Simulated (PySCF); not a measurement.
Al(Cl)(OMe)(SeH) (CH4AlClOSe), SMILES C[O][Al]([Cl])[SeH]. Atoms are numbered in the order given.

```xyz
9

Al     0.0378     0.4242     0.0000
Cl     1.9755     1.2244     0.0000
O     -1.3009     1.4407     0.0000
C     -1.5926     2.8104     0.0000
H     -2.1868     3.0737    -0.8919
H     -0.6787     3.4322     0.0000
H     -2.1868     3.0737     0.8919
Se    -0.3002    -1.8299     0.0000
H      1.1458    -2.0784     0.0000
```

Geometry: ωB97X-D3(BJ)/def2-SVP. The structure was generated by enumeration; whether it is a known compound was not checked. One conformer was computed; it need not be the lowest.

Level of theory: PySCF 2.14.0 with TDDFT-PBE/def2-SVPD.

Vertical excitations. Isolated molecule, no solvent. State labels are in the subgroup Cs.

```tsv
state	symmetry	energy (eV)	λ (nm)	f	main pairs
S1	A"	4.73	262	0.024	HOMO→LUMO 100 %
S2	A"	5.46	227	0.011	HOMO−1→LUMO 98 %
S3	A'	5.48	226	0.009	HOMO−2→LUMO 90 %
S4	A"	5.50	225	0.006	HOMO→LUMO+2 98 %
S5	A'	5.58	222	0.057	HOMO→LUMO+1 79 %
S6	A"	5.99	207	0.001	HOMO−2→LUMO+1 99 %
S7	A'	6.09	204	0.004	HOMO−2→LUMO+2 78 %, HOMO−1→LUMO+1 18 %
S8	A"	6.10	203	0.001	HOMO−1→LUMO+2 99 %
S9	A'	6.33	196	0.200	HOMO−3→LUMO 74 %, HOMO−5→LUMO 11 %
S10	A'	6.36	195	0.088	HOMO−1→LUMO+1 75 %, HOMO−2→LUMO+2 18 %
T1	A"	4.48	276	0	HOMO→LUMO 98 %
T2	A'	4.91	253	0	HOMO→LUMO+1 97 %
T3	A"	5.10	243	0	HOMO→LUMO+2 97 %
T4	A"	5.20	238	0	HOMO−1→LUMO 96 %
```
Triplets are in the Tamm–Dancoff approximation, which puts them higher than full response would, so one can lie above its singlet here.
